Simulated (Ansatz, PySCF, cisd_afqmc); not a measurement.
System: AlO, charge 0, doublet. AlO (SMILES [O]=[Al], doublet).
B3LYP-D3(BJ)/def2-TZVP minimum from Ansatz (a first-principles code):
```xyz
2

Al     0.0000     0.0000    -0.6200
O      0.0000     0.0000     1.0074
```
Charge 0, spin multiplicity 2.

Wanted: enthalpy of formation at 298 K (by atomisation, with rigid-rotor harmonic-oscillator terms from PySCF's Hessian at B3LYP-D3(BJ)/def2-TZVP and the atoms' measured values of the G2/97 table; no spin-orbit terms), in kcal/mol. UHF or UKS for unpaired electrons; spin-orbit terms are left out. Cores are frozen in correlated methods. Rows without X2C or -DK are non-relativistic. The Monte Carlo rows (phaseless AFQMC, CISD trial, step 0.005/hartree) carry one-sigma bars that omit the constraint's bias. Outlying blocks are dropped, and bars are widened where a walk drifts. Over all cases where full CI ran beside it in this data, AFQMC minus full CI had a median of +0.1 mEh and passed +0.4 mEh in a tenth of the cases. CBS(X,Y): correlation extrapolated as X^-3, Hartree-Fock from the larger set (Q,5: extrapolated as (X+1)exp(-9√X)). A bracket is a step between two methods taken in the basis named. 'core' is core correlation in cc-pwCVTZ (1s frozen past Ne), 'X2C' scalar relativity in cc-pVTZ-DK, both at CCSD(T). Where a partner has so few electrons that a lower coupled-cluster level is exact, that level stands in. The UHF reference of AlO ([O]=[Al], doublet) is spin-contaminated (<S^2> up to 0.06 over the pure value in the sets run). The determinant of AlO ([O]=[Al], doublet) is a saddle point of the SCF energy; a lower one exists, which strains HF and MP2.

| level | program | enthalpy of formation at 298 K (kcal/mol) | difference against the last row |
|---|---|---|---|
| MP2/cc-pV(Q+d)Z | Ansatz | 26.8 | 11.2 |
| CCSD/CBS(cc-pV(Q+d)Z,cc-pV(5+d)Z) | Ansatz | 24.9 | 9.3 |
| CCSD(T)/cc-pV(D+d)Z | Ansatz | 39.3 | 23.7 |
| CCSD(T)/cc-pV(Q+d)Z | Ansatz | 21.0 | 5.4 |
| CCSDT(Q)/cc-pV(T+d)Z | Ansatz | 22.7 | 7.1 |
| CCSDTQ/cc-pV(D+d)Z | Ansatz | 36.7 | 21.1 |
| CCSD(T)/CBS(cc-pV(Q+d)Z,cc-pV(5+d)Z) + [AFQMC/CISD - CCSD(T)]/cc-pV(D+d)Z + core + X2C | Ansatz + cisd_afqmc | 17.5 ± 0.3 | 1.9 |
| CCSD(T)/CBS(cc-pV(Q+d)Z,cc-pV(5+d)Z) + [AFQMC/CISD - CCSD(T)]/cc-pV(T+d)Z + core + X2C | Ansatz + cisd_afqmc | 17.1 ± 0.3 | 1.5 |
| CCSD(T)/CBS(cc-pV(Q+d)Z,cc-pV(5+d)Z) + [CCSDT(Q) - CCSD(T)]/cc-pV(Q+d)Z + [CCSDTQ - CCSDT(Q)]/cc-pV(D+d)Z + core + X2C | Ansatz | 15.6 | 0.0 |
